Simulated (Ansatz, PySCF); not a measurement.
Caution: the highest occupied level lies above zero, so the state may not be bound. This singlet lies 0.67 eV below the relaxed triplet at the level B3LYP/aug-cc-pVTZ // PBE0-D3(BJ)/def2-TZVPD (Ansatz, a program for electronic structure).

Cartesian coordinates (Å):
```xyz
7

C      2.0049    -0.4213    -0.1732
C      0.9223     0.1571    -0.1047
B     -0.3771     0.9328    -0.0060
N     -1.5586     0.1769    -0.1881
H      3.0563    -0.6056    -0.1689
H     -1.5761    -0.8255    -0.3754
H     -2.4716     0.5856    -0.1434
```
Charge -1, spin multiplicity 1.

Give the total energy and HOMO at the level PBE0-D3(BJ)/def2-TZVPD run with PySCF.


```yaml
total_energy: -4283.16 eV
HOMO: 1.06 eV
```
